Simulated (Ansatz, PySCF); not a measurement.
Process, species as SMILES: [NH][SiH2][SiH2]N → N[SiH2][N][SiH3]
Each molecule is optimised on its own at B3LYP-D3(BJ)/def2-TZVP (Ansatz, a quantum-chemistry and plane-wave program), one conformer each, not searched for the lowest. Frequencies are from Ansatz or PySCF.

Quantity: isomerisation energy (enthalpy at 298 K, with B3LYP-D3(BJ) rigid-rotor harmonic-oscillator terms), in eV. Correlated levels leave the core frozen unless marked. UHF or UKS for open shells. Spin-orbit coupling is left out. Non-relativistic. CBS(X,Y): correlation extrapolated as X^-3; Hartree-Fock from the larger set.

```tsv
level	program	isomerisation energy (eV)
HF/cc-pV(D+d)Z	Ansatz	-0.97
revPBE/def2-TZVPD	Ansatz	-0.54
PBE0/def2-TZVP	Ansatz	-0.70
r2SCANh/def2-TZVPD	Ansatz	-0.77
```

Question: Estimate the value at CCSD(T)/CBS(cc-pV(T+d)Z,cc-pV(Q+d)Z) as computed with Ansatz.

Answer: -0.83 eV
